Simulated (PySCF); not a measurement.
Fill in the blanks.

GeH6OSeSi.
Atom-mapped SMILES: `[GeH3:1][O:2][SiH2:3][SeH:4]` (hydrogens: H5, H6, H7 on Ge1; H8, H9 on Si3; H10 on Se4)

Conformer (atom-mapped SMILES and torsion angles): `[GeH3:1][O:2][SiH2:3][SeH:4]`: Ge1–O2–Si3–Se4 -33°, H–Se4–Si3–O2 -68°.

```csv
property,level,value
point group,PBE0-D3(BJ)/def2-SVP,?
"rotational constants A, B, C",PBE0-D3(BJ)/def2-SVP,?
dipole moment,CAM-B3LYP/def2-SVPD,?
HOMO energy,CAM-B3LYP/def2-SVPD,-8.44 eV
LUMO energy,CAM-B3LYP/def2-SVPD,0.53 eV
lowest singlet excitation,TDDFT CAM-B3LYP/def2-SVPD,?
strongest line among the 10 lowest singlet transitions,TDDFT CAM-B3LYP/def2-SVPD,"S8 at 7.39 eV (168 nm, f = 0.065)"
lowest triplet excitation (Tamm–Dancoff),TDA CAM-B3LYP/def2-SVPD,5.02 eV
static isotropic polarisability,CAM-B3LYP/def2-SVPD,88.0 au
vertical ionisation energy,ΔSCF CAM-B3LYP/def2-SVPD,9.40 eV
electronic spatial extent ⟨r²⟩ about the centre of nuclear charge,CAM-B3LYP/def2-SVPD,1408 bohr²
1H chemical shifts (computed TMS as zero) by class,GIAO PBE0/pcSseg-1,?
"isotropic shieldings of nuclei other than C and H, by class",GIAO PBE0/pcSseg-1,"306 (O2), 362 (Si3), 1420 (Ge1), 2056 (Se4) ppm"
core binding energies,"ΔSCF SCAN, pcX-2 on the ionised atom, pcseg-1 elsewhere, spin-free X2C, 2p3/2 from a spin–orbit splitting computed afterwards within the 2p shell","Si2p3/2 107.5 (Si3), O1s 537.4 (O2), Si1s 1847.5 (Si3) eV"
```

Electronic properties: PySCF, gas phase, density fitting. The structure is a single PBE0-D3(BJ)/def2-SVP conformer in the gas phase; no vibrational or solvent corrections. Relativistic effects, spin–orbit coupling among them, are left out (core-ionisation runs apart) although an element past zinc is present. Atoms bound to Ge and Se lack the heavy atom's spin–orbit term in their shielding, so their NMR values are less reliable. NMR classes are plain means over equivalent atoms (diastereotopic ones count apart unless rotation or inversion swaps them), as if these changed places fast; in this geometry the members of some classes differ.

(1) The lowest singlet excitation?

(2) The rotational constants A, B, C?

(3) Give the 1H chemical shifts (computed TMS as zero) by class.

(4) Give the dipole moment.

(5) What is the point group?

## Answers

(1) 5.45 eV (228 nm, f = 0.008).

(2) 4.106, 0.782, 0.674 GHz.

(3) 5.67 (H8/H9), 5.15 (H5/H6/H7), 1.07 (H10) ppm.

(4) 1.17 D.

(5) C1.

A dipole of 1.17 D is allowed in C1, and pure rotational transitions are dipole-allowed. In wavenumbers S1 is 44000 cm⁻¹ (1 eV = 8065.54 cm⁻¹). The rotational constants make it an asymmetric top with κ = (2B − A − C)/(A − C) = -0.94, nearer the prolate limit (−1). In atomic units the dipole is 0.46 e·bohr (1 au = 2.5417 D).
